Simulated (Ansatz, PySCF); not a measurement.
Noncovalent pair: CH4O (SMILES CO) (first 6 atoms) with H4OSi (SMILES O[SiH3]); geometry from B3LYP-D3(BJ)/def2-TZVP.
(charge 0, multiplicity 1):
```xyz
12

C     -0.063     0.092     0.184
O     -0.998     0.348     1.236
H     -0.101    -0.951    -0.143
H      0.925     0.296     0.590
H     -0.239     0.751    -0.669
H     -1.890     0.168     0.922
O     -0.057    -1.031     3.446
Si     1.037    -0.237     4.375
H     -0.478    -0.540     2.717
H      2.127     0.360     3.557
H      1.620    -1.231     5.303
H      0.424     0.862     5.165
```

Counterpoise-corrected where a basis set is named; no monomer relaxation. Rows marked so take none.

Rows in 6-31G* carry no dispersion term and start afresh at each structure (6-31G* with six Cartesian d functions).

The values were computed with Ansatz (a first-principles code) with Gaussian orbitals; PySCF for 6-31G* rows, the dispersion terms. Each number belongs to the level named beside it.

Q: One of these levels gives -6.04 kcal/mol for the interaction energy. Which?
A) r2SCAN-D3(BJ)/def2-TZVPPD
B) BP86/6-31G* (no counterpoise)
C) B3LYP/def2-TZVPPD
D) revPBE-D3(BJ)/def2-TZVPPD

A: C, B3LYP/def2-TZVPPD. The others give -8.99 (BP86/6-31G* (no counterpoise)), -6.98 (revPBE-D3(BJ)/def2-TZVPPD), -7.87 (r2SCAN-D3(BJ)/def2-TZVPPD)
